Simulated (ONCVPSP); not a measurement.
# Potentials for O (Z = 8) compared

Generated with ld1.x 7.5 (TM, RRKJ, ultrasoft, PAW), atompaw 4.2 or ONCVPSP 4.0.1. The cutoff is in Ry: for ld1.x and atompaw files where the sum of valence levels is converged to 10 mRy in a Bessel basis, for ONCV files where the hardest occupied wave has 1 mHa per electron of residual kinetic energy. The error is the largest all-electron minus pseudo excitation energy over each file’s own four to seven test configurations (ionisations up to +4, promotions, holes and added fractions of an electron), all of which were solved. The labels leave out finer settings (local radius, basis sizes, second energies), which also bear on the numbers. Spin-polarised tests are not counted. The rows are a selection from randomly drawn settings: files with unsolved tests, undetermined cutoffs or missed reference levels are left out.

A true bound ghost makes a file unfit for plane-wave use even where its test errors are small: the radial tests pick states by their node count and pass the ghost by.

```csv
potential,cutoff (Ry),largest error (meV),bound ghosts
"ONCV, LDA (Perdew-Wang 92), non-relativistic, rc 1.00/1.05/1.05 (spd), local smoothed, core correction yes, reference 2s2 2p4, qcut 8.1/9.3/8.7, projectors 2/2/2",82,+280,none
"ONCV, PBE, scalar-relativistic, rc 0.80/2.00/2.10 (spd), local s, core correction no, reference 2s2 2p2, qcut 9.4/6.7/3.9, projectors 0/2/1",83,+2231,none
"ONCV, PBE, scalar-relativistic, rc 1.00/1.05 (sp), local smoothed, core correction yes, reference 2s1.75 2p4.25, qcut 5.8/9.5, projectors 2/2",261,+966,s
"ONCV, LDA (Perdew-Wang 92), scalar-relativistic, rc 0.70/1.25/1.05 (spd), local smoothed, core correction yes, reference 2s2 2p2, qcut 8.7/11.6/9.3, projectors 2/1/2",89,+433,none
"ONCV, PBE, scalar-relativistic, rc 0.75/1.70/1.30 (spd), local smoothed, core correction no, reference 2s2 2p2, qcut 8.6/7.5/7.8, projectors 2/2/2",112,+465,none
"ONCV, PBEsol, non-relativistic, rc 0.60/1.40 (sp), local smoothed, core correction yes, reference 2s2 2p4, qcut 12.7/9, projectors 2/3",799,+645,s
"ONCV, PBE, scalar-relativistic, rc 0.70/1.00/0.80 (spd), local smoothed, core correction yes, reference 2s2 2p4, qcut 9.4/8.9/13.9, projectors 2/2/2",97,+280,none
"ONCV, LDA (Perdew-Wang 92), scalar-relativistic, rc 0.65/1.10/1.10 (spd), local smoothed, core correction yes, reference 2s2 2p4, qcut 10.2/10/7.9, projectors 2/2/2",85,+659,s
```

Fill in the row for O: ONCV, PBE, non-relativistic, rc 0.85/1.80/1.70 (spd), local smoothed, core correction no, reference 2s2 2p2, qcut 6.4/8.2/5.3, projectors 2/2/3.

cutoff 513 Ry, largest error +566 meV, bound ghosts: none.
